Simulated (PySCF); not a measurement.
C₃H₁₀AlN, SMILES CC[N](C)[AlH2].

Geometry: B3LYP-D3(BJ)/def2-SVP. The values are those of a single conformer.

Method: C-PCM-PBE0/def2-SVP run with PySCF.

The values are the electrostatic part of the solvation free energy, E(continuum) − E(gas) at the gas-phase geometry, in a cavity of scaled van der Waals radii (PySCF's table); cavitation and dispersion terms are not included. A continuum can't describe solvent molecules that bind to the metal. In vacuum the orbital gap is 5.76 eV. The dipole moment in vacuum is 1.19 D.

| solvent | ε | ΔG(elec) (kcal/mol) | dipole (D) | gap (eV) |
|---|---|---|---|---|
| water | 78.36 | -2.8 | 1.39 | 5.87 |
| 2-propanol | 19.26 | -2.6 | 1.38 | 5.86 |
| benzene | 2.27 | -1.5 | 1.29 | 5.82 |
